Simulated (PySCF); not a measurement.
SMILES Fc1cc(ccc1)Cl (C₆H₄ClF), GFN2-xTB optimised geometry.

```
12

F     -1.67     2.24     0.00
C     -1.00     1.07     0.00
C     -1.71    -0.11     0.00
C     -1.01    -1.30     0.00
C      0.38    -1.31     0.00
C      1.06    -0.11     0.00
Cl     2.79    -0.11     0.00
C      0.39     1.10     0.00
H     -2.79    -0.09     0.00
H     -1.55    -2.24     0.00
H      0.92    -2.24     0.00
H      0.91     2.04     0.00
```

Density from B3LYP/def2-TZVP in PySCF at that geometry.

Minimum of the electron density along straight lines between bonded atoms, close to the bond critical point (lines longer than 1.1 times the sum of covalent radii, or with two minima, are not listed):

```tsv
bond	length / Å	ρ at the minimum / e bohr⁻³	∇²ρ there / e bohr⁻⁵	position (fraction from the first atom)
F1–C2	1.346	0.265	-0.11	0.67
C2–C3	1.383	0.329	-1.00	0.52
C3–C4	1.384	0.323	-0.96	0.50
C4–C5	1.384	0.323	-0.97	0.50
C5–C6	1.387	0.323	-0.97	0.48
C6–Cl7	1.725	0.210	-0.35	0.42
C2–C8	1.383	0.328	-1.00	0.52
C6–C8	1.386	0.323	-0.96	0.51
C3–H9	1.078	0.289	-1.04	0.65
C4–H10	1.079	0.291	-1.05	0.65
C5–H11	1.078	0.290	-1.05	0.65
C8–H12	1.078	0.290	-1.05	0.65
```
